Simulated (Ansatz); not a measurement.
Ideal-gas functions of `FC1(F)S[SiH2]S1` at 500 K and 1 bar, from an Ansatz frequency run at PBE0-D4/def2-TZVP.

Molar mass 144.24 g/mol, point group C2v (symmetry number 2), electronic degeneracy 1, moments of inertia 186.11, 265.694, 358.887 u Å². Harmonic wavenumbers (cm⁻¹, unscaled): 65, 276, 305, 386, 405, 453, 515, 555, 558, 592, 658, 745, 931, 982, 1110, 1118, 2245, 2252.

Use S(trans) = R[1.5 ln M + 2.5 ln T − 1.1517]; rotational temperatures θ = 24.2544 K / I; S(rot) = R[ln(√π/σ · √(T³/θAθBθC)) + 1.5]; for each mode x = 1.438777 ν̃/T, S = R[x/(eˣ − 1) − ln(1 − e⁻ˣ)] and H = RT x/(eˣ − 1); 1 cm⁻¹ = 0.0119627 kJ/mol; R = 8.31446 J/(mol·K).

By hand: the entropy, in J/(mol·K).

Translation 181.6. Rotation: θ = 0.1303, 0.0913, 0.0676 K, giving 118.6. Vibration, mode by mode: 22.27, 10.45, 9.66, 7.86, 7.50, 6.68, 5.77, 5.25, 5.22, 4.82, 4.15, 3.40, 2.23, 1.99, 1.48, 1.46, 0.10, 0.10, in all 100.4. Electronic 0.0. Sum 400.6 J/(mol·K).

By hand: H − E and G − E in kJ/mol, counted from the electronic energy.

Zero-point energy ½ × 14151 × 0.0119627 = 84.6; thermal vibration 27.7; translation, rotation and pV give 4 RT = 16.6. H − E = 128.9 kJ/mol, and G − E = 128.9 − 500 × 400.6/1000 = -71.4 kJ/mol.

Vibration gives 25 % of the entropy, 22.3 J/(mol·K) of it from the mode under 150 cm⁻¹: soft modes count most, and the harmonic formula is weakest for them.
